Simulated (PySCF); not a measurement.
Identify the unknown among the candidates.

* Rotational structure: rotational constants A, B, C: 1.362, 0.898, 0.573 GHz [GFN2-xTB]
* NMR, other nuclei: isotropic shieldings of nuclei other than C and H, by class: 440 (1 F) ppm [GIAO PBE0/pcSseg-1]
* 13C NMR: chemical shifts (computed TMS as zero) by class: 154.5 (1 C), 134.2 (1 C), 131.4 (1 C), 128.5 (1 C), 123.9 (1 C), 117.1 (1 C), 86.2 (1 C), 35.4 (1 C), 23.5 (1 C), 22.9 (1 C) ppm [GIAO PBE0/pcSseg-1]
* Dipole: 1.41 D [PBE0/pcSseg-1]
* 1H NMR: chemical shifts (computed TMS as zero) by class: 7.49 (1 H), 7.29 (1 H), 6.03 (2 H), 3.45 (2 H), 2.76 (2 H), 1.21 (3 H) ppm [GIAO PBE0/pcSseg-1]

Gas-phase values; electronic properties from PySCF, density fitting. Levels stand in brackets. The structure is a single GFN2-xTB conformer in the gas phase; no vibrational or solvent corrections. Each NMR value is the plain mean over a class of atoms that symmetry, rotation or inversion makes alike.

Question: Which candidate is it?
A. `Cc1cc(F)c2c(c1)CCC2`
B. `FC(F)(F)c1cncnn1`
C. `CCc1cc(CF)c2c(c1)C2`
D. `FC(F)(F)c1cnncn1`

Answer: C. It is `CCc1cc(CF)c2c(c1)C2`. Numbering: `[CH3:1][CH2:2][c:3]1[cH:4][c:5]([CH2:6][F:7])[c:8]2[c:9]([cH:10]1)[CH2:11]2`. Its formula, C10H11F, gives 5 degrees of unsaturation: 2 rings and 3 π bonds in the structure found (Kekulé form). 10 carbons fall into 10 classes; from least to most shielded: substituted aromatic carbon [C3] (154.5 ppm), substituted aromatic carbon [C9] (134.2 ppm), substituted aromatic carbon [C5] (131.4 ppm), aromatic CH carbon [C4] (128.5 ppm), substituted aromatic carbon [C8] (123.9 ppm), aromatic CH carbon [C10] (117.1 ppm), sp3 C–F carbon [C6] (86.2 ppm), benzylic-type carbon [C2] (35.4 ppm), benzylic-type carbon [C11] (23.5 ppm), methyl carbon [C1] (22.9 ppm). Hydrogen classes from least to most shielded: 1 H on an aromatic CH carbon, C4 (7.49 ppm), 1 H on an aromatic CH carbon, C10 (7.29 ppm), 2 H on an sp3 C–F carbon, C6 (6.03 ppm), 2 H on a benzylic-type carbon, C11 (3.45 ppm), 2 H on a benzylic-type carbon, C2 (2.76 ppm), 3 H on a methyl carbon, C1 (1.21 ppm). The other shieldings belong to: 440 ppm, alkyl fluorine [F7]. The optimised geometry has point group C1 and is an asymmetric top.

The others, at the same levels:
- `Cc1cc(F)c2c(c1)CCC2` fails: its computed 13C shifts are 169.4 (1 C), 153.6 (1 C), 144.3 (1 C), 132.1 (1 C), 125.3 (1 C), 119.4 (1 C), 37.0 (1 C), 32.0 (1 C), 29.2 (1 C), 23.9 (1 C) ppm, 1H shifts are 7.15 (1 H), 6.94 (1 H), 3.05 (2 H), 3.03 (2 H), 2.46 (3 H), 2.13 (2 H) ppm and rotational constant A is 1.698 GHz (against 1.362 GHz).
- `FC(F)(F)c1cnncn1` fails: it has 2 hydrogens where the 1H data count 11; its computed 13C shifts are 162.4 (1 C), 155.0 (1 C), 153.4 (1 C), 130.9 (1 C) ppm, 1H shifts are 10.34 (1 H), 10.20 (1 H) ppm and rotational constant A is 3.040 GHz (against 1.362 GHz).
- `FC(F)(F)c1cncnn1` fails: it has 2 hydrogens where the 1H data count 11; its computed 13C shifts are 164.4 (1 C), 159.7 (1 C), 153.8 (1 C), 131.3 (1 C) ppm, 1H shifts are 10.32 (1 H), 9.19 (1 H) ppm and rotational constant A is 3.009 GHz (against 1.362 GHz).

Each candidate is one conformer, not necessarily the lowest. Dipoles, sizes and rotational constants follow the conformer. The torsions of the flexible species, by atom-mapped SMILES:
- `[CH3:1][CH2:2][c:3]1[cH:4][c:5]([CH2:6][F:7])[c:8]2[c:9]([cH:10]1)[CH2:11]2`: C1–C2–C3–C4 -91°, C4–C5–C6–F7 1°
- `[F:1][C:2]([F:3])([F:4])[c:5]1[cH:6][n:7][n:8][cH:9][n:10]1`: F1–C2–C5–C6 -44°
- `[F:1][C:2]([F:3])([F:4])[c:5]1[cH:6][n:7][cH:8][n:9][n:10]1`: F1–C2–C5–C6 -80°

The conformers of `Cc1cc(F)c2c(c1)CCC2` aren't listed.
